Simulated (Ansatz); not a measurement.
`C[CH2][Sn][F]` + H–F → `[F][Sn][F]` + ethane at 500 K and 1 bar (ligand exchange at the Sn–C bond).

Isolated molecules relaxed with PBE0-D4/def2-TZVP in Ansatz; ΔE leaves out vibrations. CBS: MP2 limit from def2 TZ/QZ plus the TZ coupled-cluster correction, frozen cores. This one scheme is used for every species. def2 core potentials past Kr. For Sn outer-core shells are correlated without core-valence functions, which leaves a few kJ/mol of doubt a bond. One conformer a species, not always the lowest.

```tsv
species	CCSD(T)/CBS energy (Eh)	H − E (kJ/mol)	S (J/(mol·K))
`C[CH2][Sn][F]`	-392.96747	211.3	398.1
H–F	-100.39570	39.4	188.7
`[F][Sn][F]`	-413.70076	31.2	309.0
`CC`	-79.71954	220.5	259.9
```

H − E and S are ideal-gas, rigid-rotor, harmonic terms from PBE0-D4/def2-TZVP, for one conformer and one mirror image of each species. 1 Eh = 2625.50 kJ/mol, R = 8.31446 J/(mol·K).

Task: By hand: ΔE, ΔH, ΔS and ΔG.

Result: ΔE = (-413.70076) + (-79.71954) − (-392.96747) − (-100.39570) = -0.05713 Eh = -150.0 kJ/mol. Δ(H − E) = 31.2 + 220.5 − 211.3 − 39.4 = 1.0, so ΔH = -149.0 kJ/mol. ΔS = 309.0 + 259.9 − 398.1 − 188.7 = -17.9 J/(mol·K). ΔG = -149.0 − 500 × (-17.9)/1000 = -140.1 kJ/mol.

Task: By hand: the equilibrium constant, and the temperature at which ΔG would vanish if ΔH and ΔS stayed fixed.

Result: log₁₀ K = −ΔG/(RT ln 10) = 14.6. ΔG = 0 at ΔH/ΔS = 8324 K, far beyond where these terms or the molecules hold.

ΔH outweighs TΔS. A doubt of 5 kJ/mol in ΔE shifts log₁₀ K by 0.5 here. Other conformers and mirror images would add mixing entropy, several J/(mol·K) or more a flexible species. Modes under 60 cm⁻¹, often nearly free rotors, make the harmonic entropy too high. These are equilibria of isolated gas molecules and say nothing of rates. Largest T1 diagnostic: 0.017 (customary marks: 0.02 for closed shells, 0.045 for open ones).
